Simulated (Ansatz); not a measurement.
System: sum formula H3Si2OCl2, net charge -1, singlet state. It need not be the lowest isomer of its formula. Whether it binds its extra electron was not tested at this geometry. SMILES: [SiH2-]O[SiH](Cl)Cl
Geometry from a B3LYP-D3(BJ)/def2-TZVP (Ansatz, a program for electronic structure) optimisation:
```xyz
8

Si     2.7489    -0.1015    -0.2341
O      1.1042     0.4442     0.3314
Si    -0.2849     0.0915    -0.3273
Cl    -1.1072    -1.6946     0.3860
Cl    -1.7135     1.5507     0.1677
H      2.2918    -1.4807    -0.7676
H      2.6542     0.5282    -1.6445
H     -0.3241    -0.0155    -1.7925
```
Charge -1, spin multiplicity 1.

Parts of the frozen-core correlation energy in aug-cc-pV(Q+d)Z (Ansatz, hartree). Frozen orbitals: 21; correlated occupied orbitals by spin: 16 and 16; virtual: 537 and 537. Spin-orbit coupling is left out. Non-relativistic.

| term | value |
|---|---|
| reference (HF) | -1573.79503 |
| MP2 opposite-spin | -0.73345 |
| MP2 same-spin | -0.21866 |
| CCSD correlation | -0.99898 |
| (T) | -0.04615 |
| T1 diagnostic | 0.013 |
| largest doubles amplitude | 0.015 |
